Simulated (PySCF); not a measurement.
BBr⁺: one state, many levels of theory

State: ²Σ⁺ (doublet), unpaired electrons σ ↑. Set-up: PySCF, no relativity, basis sets B def2-TZVPPD, Br def2-TZVPPD. De refers to B⁺ + Br in their high-spin ground configurations, without counterpoise correction. The functionals are run spin-unrestricted. A positive dipole points towards Br; it is taken about the centre of mass and depends on that origin.

| Level | Re (Å) | ωe (cm⁻¹) | De (eV) | μ (D) | CPU s a point (SCF and correlation, without the integrals) |
| --- | --- | --- | --- | --- | --- |
| UHF | 1.749 | 966 | 2.54 | -3.81 | 1.8 |
| UHF-MP2 | 1.745 | 989 | 3.54 | n/a | 3.6 |
| UHF-SCS-MP2 | 1.749 | 972 | 3.22 | n/a | n/a |
| UHF-CCSD | 1.751 | 954 | 2.84 | n/a | n/a |
| UHF-CCSD(T) | 1.756 | 945 | 3.05 | n/a | 210 |
| LDA | 1.746 | 947 | 4.55 | -2.96 | 1.8 |
| PBE | 1.761 | 924 | 4.04 | -3.02 | 2.6 |
| PBEsol | 1.756 | 934 | 4.26 | -3.03 | 1.7 |
| r²SCAN | 1.752 | 951 | 4.10 | -3.19 | 3.9 |
| PBE0 | 1.749 | 955 | 3.78 | -3.20 | 4.8 |
| r²SCAN0 | 1.744 | 968 | 3.83 | -3.30 | 5.1 |
| B97-3 | 1.753 | 945 | 3.56 | -3.19 | 2.9 |
| M06-2X | 1.750 | 956 | 3.27 | -3.34 | 5.5 |
| ωB97X | 1.751 | 952 | 3.38 | -3.31 | 5.6 |

The bond length runs from 1.744 Å (r²SCAN0) to 1.761 Å (PBE). De spans 2.54 eV (UHF, mean field) to 4.55 eV (LDA, local density). Correlation at CCSD(T) changes the Hartree–Fock bond energy by +0.51 eV; the triples alone change it by +0.21 eV.

Correlated steps freeze 10 core orbitals. Spin–orbit coupling is left out. For an ion De counts to the pair picked by the measured ionisation energies or electron affinities, which need not be the lowest pair at this level. The state was picked by a PBE0 search and need not be the measured ground state.

The whole job (state search and all levels along the bond) took about 20 min on 2 threads of Arm Neoverse N1 (shared host), peak memory 3.4 GiB.
